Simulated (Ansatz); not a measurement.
Ansatz (a program for electronic structure) input (B3LYP-D3(BJ)/def2-TZVP):

Ansatz 0.2 input:
```yaml
crystal:
  periodic: [false, false, false]
  atoms:
    - {symbol: C, position_ang: [-1.92965655, 0.04938300, -0.01909008]}
    - {symbol: C, position_ang: [-0.54897363, 0.48977948, -0.26613266]}
    - {symbol: C, position_ang: [0.49146926, -0.54442300, 0.17000059]}
    - {symbol: C, position_ang: [1.89689149, -0.03325706, 0.06782104]}
    - {symbol: O, position_ang: [2.21741779, 1.08468916, -0.21961662]}
    - {symbol: H, position_ang: [-2.74069199, 0.45438281, -0.59016110]}
    - {symbol: H, position_ang: [-2.15731460, -0.59390422, 0.80880667]}
    - {symbol: H, position_ang: [-0.33234743, 1.42361950, 0.27983508]}
    - {symbol: H, position_ang: [-0.40863978, 0.73036565, -1.32425263]}
    - {symbol: H, position_ang: [0.32602337, -0.83524871, 1.21188180]}
    - {symbol: H, position_ang: [0.40965783, -1.45516023, -0.42881726]}
    - {symbol: H, position_ang: [2.66045302, -0.80485779, 0.29806952]}
basis:
  gaussian:
    orbitals: def2-TZVP
hamiltonian:
  xc: b3lyp
  dispersion: d3bj
magnetization: {spin_polarized: true, initial_magnetization: 1}
relax: {f_tol: 0.002, max_steps: 150}
```

Output:

```
Functional definition: B3LYP
integrals: 0.10 GiB planned
1179 factors; their error is unknown
mean field: 1.23 GiB planned
mean field evaluation 1: about -6299.5069 eV, gradient 4.9e1 eV
mean field evaluation 2: about -6290.0822 eV, gradient 6.8e1 eV
mean field evaluation 4: about -6309.7740 eV, gradient 5.0e0 eV
mean field evaluation 8: about -6309.8726 eV, gradient 5.9e-2 eV
mean field evaluation 16: about -6309.8495 eV, gradient 6.1e-4 eV
mean field -6309.84950519 eV, -231.8826923460 hartree, gradient 1.4e-5 eV, S^2 0.753919; 0 other end points of the search recorded, 0 dependent functions left out
the calculation of the forces begins
reference -6309.84977825 eV, -231.8827023807 hartree; 20, 19 occupied and 177, 178 virtual orbitals, 1179 factors
relax step   1: F+E_penalty+E_count = -6310.22752620 eV  Δ(F+E_penalty+E_count) = +0.000e0 eV  max|allowed force component| = 6.255e-1 eV/Å  Δτ_max = 0.0000 Å  (35 SCF iters, accepted)
these checks for a lower state are left out or cut short: starts, cluster_reference, orbital_swaps, neighbouring_geometries, increment
integrals: 0.10 GiB planned
1179 factors; their error is unknown
mean field: 1.23 GiB planned
mean field -6309.87038502 eV, -231.8834596658 hartree, gradient 2.5e-5 eV, S^2 0.753954; 0 other end points of the search recorded, 0 dependent functions left out
the calculation of the forces begins
reference -6309.87065948 eV, -231.8834697520 hartree; 20, 19 occupied and 177, 178 virtual orbitals, 1179 factors
relax step   2: F+E_penalty+E_count = -6310.24576323 eV  Δ(F+E_penalty+E_count) = -1.824e-2 eV  max|allowed force component| = 2.514e-1 eV/Å  Δτ_max = 0.0385 Å  (36 SCF iters, accepted)
these checks for a lower state are left out or cut short: starts, cluster_reference, orbital_swaps, neighbouring_geometries, increment
integrals: 0.10 GiB planned
1179 factors; their error is unknown
mean field: 1.23 GiB planned
mean field evaluation 32: about -6309.8720 eV, gradient 4.2e-1 eV
mean field -6309.87247680 eV, -231.8835365372 hartree, gradient 1.4e-5 eV, S^2 0.753969; 0 other end points of the search recorded, 0 dependent functions left out
the calculation of the forces begins
reference -6309.87275133 eV, -231.8835466261 hartree; 20, 19 occupied and 177, 178 virtual orbitals, 1179 factors
relax step   3: F+E_penalty+E_count = -6310.24783938 eV  Δ(F+E_penalty+E_count) = -2.076e-3 eV  max|allowed force component| = 8.445e-2 eV/Å  Δτ_max = 0.0169 Å  (36 SCF iters, accepted)
these checks for a lower state are left out or cut short: starts, cluster_reference, orbital_swaps, neighbouring_geometries, increment
integrals: 0.10 GiB planned
1179 factors; their error is unknown
mean field: 1.23 GiB planned
mean field -6309.87289159 eV, -231.8835517805 hartree, gradient 1.4e-5 eV, S^2 0.753961; 0 other end points of the search recorded, 0 dependent functions left out
the calculation of the forces begins
reference -6309.87316622 eV, -231.8835618729 hartree; 20, 19 occupied and 177, 178 virtual orbitals, 1179 factors
relax step   4: F+E_penalty+E_count = -6310.24830012 eV  Δ(F+E_penalty+E_count) = -4.607e-4 eV  max|allowed force component| = 8.190e-2 eV/Å  Δτ_max = 0.0239 Å  (35 SCF iters, accepted)
these checks for a lower state are left out or cut short: starts, cluster_reference, orbital_swaps, neighbouring_geometries, increment
integrals: 0.10 GiB planned
1179 factors; their error is unknown
mean field: 1.23 GiB planned
mean field -6309.87286710 eV, -231.8835508806 hartree, gradient 1.5e-5 eV, S^2 0.753961; 0 other end points of the search recorded, 0 dependent functions left out
the calculation of the forces begins
reference -6309.87314175 eV, -231.8835609736 hartree; 20, 19 occupied and 177, 178 virtual orbitals, 1179 factors
relax step   5: F+E_penalty+E_count = -6310.24830199 eV  Δ(F+E_penalty+E_count) = -1.867e-6 eV  max|allowed force component| = 8.374e-2 eV/Å  Δτ_max = 0.0013 Å  (37 SCF iters, accepted)
these checks for a lower state are left out or cut short: starts, cluster_reference, orbital_swaps, neighbouring_geometries, increment
integrals: 0.10 GiB planned
1179 factors; their error is unknown
mean field: 1.23 GiB planned
[...]
mean field -6309.87067459 eV, -231.8834703072 hartree, gradient 2.3e-5 eV, S^2 0.753973; 0 other end points of the search recorded, 0 dependent functions left out
the calculation of the forces begins
reference -6309.87094960 eV, -231.8834804138 hartree; 20, 19 occupied and 177, 178 virtual orbitals, 1179 factors
relax step   6: F+E_penalty+E_count = -6310.24616597 eV  Δ(F+E_penalty+E_count) = +2.136e-3 eV  max|allowed force component| = 3.315e-1 eV/Å  Δτ_max = 0.0588 Å  (36 SCF iters, rejected (line search))
these checks for a lower state are left out or cut short: starts, cluster_reference, orbital_swaps, neighbouring_geometries, increment
integrals: 0.10 GiB planned
1179 factors; their error is unknown
mean field: 1.23 GiB planned
mean field evaluation 64: about -6309.8735 eV, gradient 1.3e-5 eV
mean field -6309.87345200 eV, -231.8835723752 hartree, gradient 1.3e-5 eV, S^2 0.753963; 0 other end points of the search recorded, 0 dependent functions left out
the calculation of the forces begins
reference -6309.87372686 eV, -231.8835824762 hartree; 20, 19 occupied and 177, 178 virtual orbitals, 1179 factors
relax step   7: F+E_penalty+E_count = -6310.24893745 eV  Δ(F+E_penalty+E_count) = -6.355e-4 eV  max|allowed force component| = 2.702e-2 eV/Å  Δτ_max = 0.0294 Å  (36 SCF iters, accepted)
these checks for a lower state are left out or cut short: starts, cluster_reference, orbital_swaps, neighbouring_geometries, increment
integrals: 0.10 GiB planned
1179 factors; their error is unknown
mean field: 1.23 GiB planned
mean field -6309.87362935 eV, -231.8835788925 hartree, gradient 1.4e-5 eV, S^2 0.753965; 0 other end points of the search recorded, 0 dependent functions left out
the calculation of the forces begins
reference -6309.87390465 eV, -231.8835890099 hartree; 20, 19 occupied and 177, 178 virtual orbitals, 1179 factors
relax step   8: F+E_penalty+E_count = -6310.24918678 eV  Δ(F+E_penalty+E_count) = -2.493e-4 eV  max|allowed force component| = 5.514e-2 eV/Å  Δτ_max = 0.0465 Å  (35 SCF iters, accepted)
these checks for a lower state are left out or cut short: starts, cluster_reference, orbital_swaps, neighbouring_geometries, increment
integrals: 0.10 GiB planned
1179 factors; their error is unknown
mean field: 1.23 GiB planned
mean field -6309.87367763 eV, -231.8835806671 hartree, gradient 1.5e-5 eV, S^2 0.753965; 0 other end points of the search recorded, 0 dependent functions left out
the calculation of the forces begins
reference -6309.87395301 eV, -231.8835907868 hartree; 20, 19 occupied and 177, 178 virtual orbitals, 1179 factors
relax step   9: F+E_penalty+E_count = -6310.24923615 eV  Δ(F+E_penalty+E_count) = -4.937e-5 eV  max|allowed force component| = 1.623e-2 eV/Å  Δτ_max = 0.0045 Å  (37 SCF iters, accepted)
these checks for a lower state are left out or cut short: starts, cluster_reference, orbital_swaps, neighbouring_geometries, increment
integrals: 0.10 GiB planned
1179 factors; their error is unknown
mean field: 1.23 GiB planned
mean field -6309.87372602 eV, -231.8835824453 hartree, gradient 1.5e-5 eV, S^2 0.753968; 0 other end points of the search recorded, 0 dependent functions left out
the calculation of the forces begins
reference -6309.87400175 eV, -231.8835925783 hartree; 20, 19 occupied and 177, 178 virtual orbitals, 1179 factors
relax step  10: F+E_penalty+E_count = -6310.24930294 eV  Δ(F+E_penalty+E_count) = -6.679e-5 eV  max|allowed force component| = 8.978e-3 eV/Å  Δτ_max = 0.0162 Å  (36 SCF iters, accepted)
these checks for a lower state are left out or cut short: starts, cluster_reference, orbital_swaps, neighbouring_geometries, increment
integrals: 0.10 GiB planned
1179 factors; their error is unknown
mean field: 1.23 GiB planned
mean field -6309.87374324 eV, -231.8835830780 hartree, gradient 1.5e-5 eV, S^2 0.753970; 0 other end points of the search recorded, 0 dependent functions left out
the calculation of the forces begins
reference -6309.87401939 eV, -231.8835932264 hartree; 20, 19 occupied and 177, 178 virtual orbitals, 1179 factors
relax step  11: F+E_penalty+E_count = -6310.24933747 eV  Δ(F+E_penalty+E_count) = -3.453e-5 eV  max|allowed force component| = 9.262e-3 eV/Å  Δτ_max = 0.0186 Å  (36 SCF iters, accepted)
these checks for a lower state are left out or cut short: starts, cluster_reference, orbital_swaps, neighbouring_geometries, increment
integrals: 0.10 GiB planned
1179 factors; their error is unknown
mean field: 1.23 GiB planned
mean field evaluation 96: about -6309.8737 eV, gradient 4.2e-4 eV
mean field -6309.87374241 eV, -231.8835830475 hartree, gradient 1.4e-5 eV, S^2 0.753969; 0 other end points of the search recorded, 0 dependent functions left out
the calculation of the forces begins
reference -6309.87401871 eV, -231.8835932013 hartree; 20, 19 occupied and 177, 178 virtual orbitals, 1179 factors
relax step  12: F+E_penalty+E_count = -6310.24934484 eV  Δ(F+E_penalty+E_count) = -7.371e-6 eV  max|allowed force component| = 1.465e-2 eV/Å  Δτ_max = 0.0066 Å  (37 SCF iters, accepted)
these checks for a lower state are left out or cut short: starts, cluster_reference, orbital_swaps, neighbouring_geometries, increment
integrals: 0.10 GiB planned
1179 factors; their error is unknown
mean field: 1.23 GiB planned
mean field -6309.87372718 eV, -231.8835824878 hartree, gradient 1.4e-5 eV, S^2 0.753969; 0 other end points of the search recorded, 0 dependent functions left out
the calculation of the forces begins
reference -6309.87400367 eV, -231.8835926487 hartree; 20, 19 occupied and 177, 178 virtual orbitals, 1179 factors
relax step  13: F+E_penalty+E_count = -6310.24934756 eV  Δ(F+E_penalty+E_count) = -2.719e-6 eV  max|allowed force component| = 1.304e-2 eV/Å  Δτ_max = 0.0120 Å  (37 SCF iters, accepted)
these checks for a lower state are left out or cut short: starts, cluster_reference, orbital_swaps, neighbouring_geometries, increment
integrals: 0.10 GiB planned
1179 factors; their error is unknown
mean field: 1.23 GiB planned
mean field -6309.87374206 eV, -231.8835830348 hartree, gradient 1.4e-5 eV, S^2 0.753969; 0 other end points of the search recorded, 0 dependent functions left out
the calculation of the forces begins
reference -6309.87401844 eV, -231.8835931916 hartree; 20, 19 occupied and 177, 178 virtual orbitals, 1179 factors
relax step  14: F+E_penalty+E_count = -6310.24935598 eV  Δ(F+E_penalty+E_count) = -8.423e-6 eV  max|allowed force component| = 3.170e-3 eV/Å  Δτ_max = 0.0061 Å  (36 SCF iters, accepted)
these checks for a lower state are left out or cut short: starts, cluster_reference, orbital_swaps, neighbouring_geometries, increment
integrals: 0.10 GiB planned
1179 factors; their error is unknown
mean field: 1.23 GiB planned
mean field -6309.87374205 eV, -231.8835830342 hartree, gradient 1.4e-5 eV, S^2 0.753969; 0 other end points of the search recorded, 0 dependent functions left out
the calculation of the forces begins
reference -6309.87401842 eV, -231.8835931906 hartree; 20, 19 occupied and 177, 178 virtual orbitals, 1179 factors
relax step  15: F+E_penalty+E_count = -6310.24935683 eV  Δ(F+E_penalty+E_count) = -8.495e-7 eV  max|allowed force component| = 2.697e-3 eV/Å  Δτ_max = 0.0005 Å  (37 SCF iters, accepted)
these checks for a lower state are left out or cut short: starts, cluster_reference, orbital_swaps, neighbouring_geometries, increment
integrals: 0.10 GiB planned
1179 factors; their error is unknown
mean field: 1.23 GiB planned
mean field -6309.87374048 eV, -231.8835829767 hartree, gradient 1.4e-5 eV, S^2 0.753969; 0 other end points of the search recorded, 0 dependent functions left out
the calculation of the forces begins
reference -6309.87401686 eV, -231.8835931334 hartree; 20, 19 occupied and 177, 178 virtual orbitals, 1179 factors
relax step  16: F+E_penalty+E_count = -6310.24935763 eV  Δ(F+E_penalty+E_count) = -7.979e-7 eV  max|allowed force component| = 1.220e-3 eV/Å  Δτ_max = 0.0012 Å  (38 SCF iters, accepted)
integrals: 0.10 GiB planned
1179 factors; their error is unknown
mean field: 1.23 GiB planned
mean field evaluation 128: about -6309.8936 eV, gradient 4.1e-1 eV
mean field -6309.87374048 eV, -231.8835829767 hartree, gradient 1.4e-5 eV, S^2 0.753969; 1 other end points of the search recorded, 0 dependent functions left out
the calculation of the forces begins
reference -6309.87401686 eV, -231.8835931334 hartree; 20, 19 occupied and 177, 178 virtual orbitals, 1179 factors
Total energy: -6310.24963401 eV, -231.8973968089 hartree
Atom 0 at    -1.945869     0.030878    -0.045938 Å, force     0.000907    -0.000582     0.000072 eV/Å
Atom 1 at    -0.553595     0.504997    -0.240330 Å, force    -0.000284     0.000390    -0.000390 eV/Å
Atom 2 at     0.494668    -0.516354     0.187563 Å, force     0.000241    -0.000857    -0.001220 eV/Å
Atom 3 at     1.917820    -0.052307     0.048025 Å, force     0.000363     0.001029     0.000421 eV/Å
Atom 4 at     2.254728     1.032798    -0.349490 Å, force    -0.000271    -0.000641     0.000048 eV/Å
Atom 5 at    -2.764840     0.489418    -0.581960 Å, force    -0.000726     0.000549    -0.000459 eV/Å
Atom 6 at    -2.189018    -0.679729     0.733220 Å, force    -0.000307    -0.000441     0.000445 eV/Å
Atom 7 at    -0.378472     1.434969     0.321893 Å, force     0.000172     0.000217     0.000094 eV/Å
Atom 8 at    -0.385620     0.785337    -1.284265 Å, force     0.000016     0.000092     0.000179 eV/Å
Atom 9 at     0.354948    -0.813362     1.235266 Å, force    -0.000102     0.000125     0.000539 eV/Å
Atom 10 at     0.398144    -1.448791    -0.382497 Å, force    -0.000092     0.000435     0.000499 eV/Å
Atom 11 at     2.681394    -0.802484     0.346859 Å, force     0.000083    -0.000315    -0.000228 eV/Å
Dipole moment:    -0.229869    -0.414032     0.169307 e Å
```

It need not be the lowest isomer of its formula.
